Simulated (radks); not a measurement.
Problem. These are the eigenvalues of the occupied orbitals of an atom or ion with whole-number occupations (eV). Calculated with a radial shooting solver on a logarithmic mesh with Libxc functionals: non-relativistic Kohn-Sham, PBE, spin-polarised, spherical densities, point nucleus.

1s: -5085.485
2s: -765.2393
2p: -679.8480
3s: -252.4466

Which element is it, and in what charge state? The configuration may be excited. Open shells, if any, are filled with parallel spins first.

Solution. Z = 22, titanium, charge +10: Ti10+ in [Ne] 3s2. The list shows which subshells hold electrons but not how many an open one holds; the 1s level, -186.89 hartree, gives Z - s = 19.3 by -(Z - s)^2/2, which with screening narrows Z to a few neighbours, and the depths of the outer levels then fix element, charge and occupations together.
